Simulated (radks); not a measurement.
Charge is removed step by step from the 5p3/2 level of Cs2+, starting from [Kr] 4d10 5s2 5p(1/2: 2, 3/2: 3). All-electron calculation, Dirac Kohn-Sham, PBE, spin-unpolarised, spherical densities, finite nucleus; Fermi nuclear charge, rms radius 4.8041 fm. Program: a radial shooting solver on a logarithmic mesh with Libxc functionals.

| removed (e) | E - E(0) (eV) | eigenvalue (eV) | E minus straight line (eV) |
|---|---|---|---|
| 0 | 0.000 | -28.146 | 0.000 |
| 0.125 | 3.599 | -29.444 | -0.579 |
| 0.25 | 7.361 | -30.753 | -0.995 |
| 0.375 | 11.288 | -32.072 | -1.247 |
| 0.5 | 15.380 | -33.400 | -1.333 |
| 0.625 | 19.638 | -34.739 | -1.253 |
| 0.75 | 24.065 | -36.086 | -1.005 |
| 0.875 | 28.660 | -37.443 | -0.587 |
| 1 | 33.426 | -38.809 | 0.000 |

Removing the whole electron costs 33.426 eV by Delta-SCF, against 28.146 eV from minus the eigenvalue at the starting occupation. Slater's transition state (half an electron removed) gives 33.400 eV. Integrating minus the eigenvalue over the occupation (Janak's theorem) gives 33.426 eV. The mean slope of the eigenvalue, de/dn, is 10.7 eV per electron. Ionisation energy of Cs2+ in the NIST Atomic Spectra Database: 33.195 eV (semi-empirical).

Beside tabulated values, note that spin-unpolarised runs miss the spin-polarisation part of the exchange energy of open shells.
